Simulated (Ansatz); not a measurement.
Gas-phase reaction in SMILES: [CH2]C[N](C)[GeH3] → CC[N](C)[GeH2]
Each molecule is optimised on its own at B3LYP-D3(BJ)/def2-TZVP (Ansatz, an electronic-structure program), one conformer each, not searched for the lowest. Frequencies are from Ansatz.

Quantity: isomerisation energy (enthalpy at 298 K, with B3LYP-D3(BJ) rigid-rotor harmonic-oscillator terms), in kJ/mol. Correlated levels leave the core frozen unless marked. UHF or UKS for open shells. No spin-orbit coupling. The frozen core is the preceding noble-gas configuration, with the filled d and f shells of earlier blocks. No relativistic terms. CBS(X,Y): correlation extrapolated as X^-3; Hartree-Fock from the larger set.

| level | program | isomerisation energy (kJ/mol) | minus last row |
|---|---|---|---|
| BLYP-D3(BJ)/def2-TZVPD | Ansatz + dftd3 | -100.1 | -16.6 |
| BLYP-D4/def2-TZVPD | Ansatz + dftd4 | -100.4 | -16.9 |
| B97M-V/def2-TZVPD | Ansatz | -83.7 | -0.2 |
| CAM-B3LYP-D3(BJ)/def2-TZVPD | Ansatz + dftd3 | -81.6 | 1.9 |
| RPA@PBE/cc-pVTZ | Ansatz | -92.2 | -8.7 |
| MP2/6-31G | Ansatz | -100.6 | -17.1 |
| CCSD(T)/STO-3G | Ansatz | -54.2 | 29.3 |
| CCSD(T)/6-31G | Ansatz | -97.7 | -14.2 |
| CCSD(T)/6-31G* | Ansatz | -95.3 | -11.8 |
| CCSD(T)/CBS(cc-pVTZ,cc-pVQZ) | Ansatz | -83.5 | 0.0 |
